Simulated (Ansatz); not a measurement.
The cluster Cu₃ (the lowest doublet isomer of a short search). The state is a doublet with charge 0. Geometry r2SCAN-D4/def2-TZVP, basis def2-TZVP, Ansatz.

```csv
atom,x (Å),y (Å),z (Å)
Cu1,-0.315,0.973,0.771
Cu2,-0.874,-1.089,-0.048
Cu3,1.189,0.117,-0.724
```

| run | HOMO (eV) | LUMO (eV) |
| --- | --- | --- |
| A | -3.58 | -3.47 |
| B | -3.86 | -3.30 |
| C | -4.03 | -2.59 |
| D | -3.69 | -3.50 |
| E | -4.00 | -2.90 |
| F | -3.67 | -2.95 |

B3LYP takes the VWN-RPA correlation. HSE06 is defined as in plane-wave codes, on full-range PBE exchange. HOMO above LUMO, or a gap near zero within one spin, warns that the state may not be the lowest or that an electron is smeared out. The structure comes from a short search, and lower isomers may exist.

HOMO and LUMO are taken over both spins.

Q: The runs used B3LYP, BLYP, HSE06, PBE, PBE0, r2SCAN. Estimate which is which.

A: A BLYP (0 % exact exchange); B r2SCAN (0 % exact exchange); C PBE0 (25 % exact exchange); D PBE (0 % exact exchange); E B3LYP (20 % exact exchange); F HSE06 (range-separated). Exact exchange lowers occupied and raises empty levels; among semilocal functionals meta-GGAs tend to open the gap a little, and such runs are hard to tell apart. The gap grows from 0.10 eV (BLYP) to 1.44 eV (PBE0). At BLYP-D4/def2-TZVP the gap within one spin of the charge 0 doublet nearly closes, so an electron or hole may be smeared out by delocalisation error.
